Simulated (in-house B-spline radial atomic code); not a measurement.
## TDHF excitations of Zn2+

Method: TDHF. Computed with an all-electron radial atomic-structure program (B-spline basis): linear response of the closed shell [Ar] 3d10 with bare exchange (time-dependent Hartree-Fock); scalar-relativistic (spin-free one-electron X2C), finite nucleus, no spin-orbit coupling, no double excitations, S, P, D and F terms only. Only terms of natural parity with L up to 3 were computed.

Command:
```bash
python run_td.py task.json out
```
Settings (radii: box in bohr, nucleus in fm):
```
Z                        30
electrons                28
configuration            [Ar] 3d10
hamiltonian              x2c
method                   hf
box_radius               29.48
rms_radius               3.9283
intervals                73
```

Time taken, with all properties: 1.4 s on 1 thread of Intel(R) Xeon(R) Platinum 8259CL CPU @ 2.50GHz (Skylake/Cascade Lake), on a shared host.

The lowest states, in the order of their Tamm-Dancoff energies; the method's threshold (minus the highest occupied level) is 41.40 eV. Labels give the largest channel, * marks a mixed state, and oscillator strengths are full-response dipole values. Energies in eV:

| state | full response | Tamm-Dancoff | oscillator strength |
| --- | --- | --- | --- |
| 3d → 4s 3D | 11.022 | 11.076 | - |
| 3d → 4s 1D | ? | ? | - |
| 3d → 4p 3P | 18.391 | 18.450 | - |
| 3d → 4p 3F | 18.862 | 18.909 | - |
| 3d → 4p 1F | 19.294 | 19.306 | - |
| 3d → 4p 1P | 19.903 | 19.993 | 0.487 |
| 3d → 4d 3S | 27.573 | 27.687 | - |
| 3d → 5s 3D* | 28.241 | 28.267 | - |
| 3d → 5s 1D | 28.426 | 28.430 | - |
| 3d → 4d 3D* | ? | ? | - |
| 3d → 4d 1D | 28.731 | 28.743 | - |
| 3d → 4d 1S | 30.27 | 30.48 | - |
| 3d → 5p 3P | 30.56 | 30.57 | - |
| 3d → 5p 3F | 30.69 | 30.70 | - |
| 3d → 5p 1F | 30.80 | 30.80 | - |
| 3d → 5p 1P | 30.92 | 30.94 | 0.0519 |
| 3d → 4f 3P | 33.63 | 33.63 | - |
| 3d → 4f 1P | 33.71 | 33.71 | 0.142 |
| 3d → 4f 3F | 33.73 | 33.73 | - |
| 3d → 4f 1F | 33.73 | 33.73 | - |
| 3d → 5d 3S | 33.80 | 33.84 | - |
| 3d → 6s 3D | 33.99 | 33.99 | - |

(1) Where does 3d → 4d 3D lie?

(2) Where does 3d → 4s 1D lie?

(3) How large is the singlet-triplet splitting of 3d → 4s (D terms) in Tamm-Dancoff?

(4) What polarisabilities and dispersion coefficient does the method give?

Results:

(1) At 28.415 eV in full response, 28.438 eV in Tamm-Dancoff.

(2) At 11.809 eV in full response, 11.830 eV in Tamm-Dancoff.

(3) 0.755 eV, from the unrounded values.

(4) Dipole 2.295 bohr³, quadrupole 6.494 bohr⁵, C6 5.999 hartree·bohr⁶ for two such species.
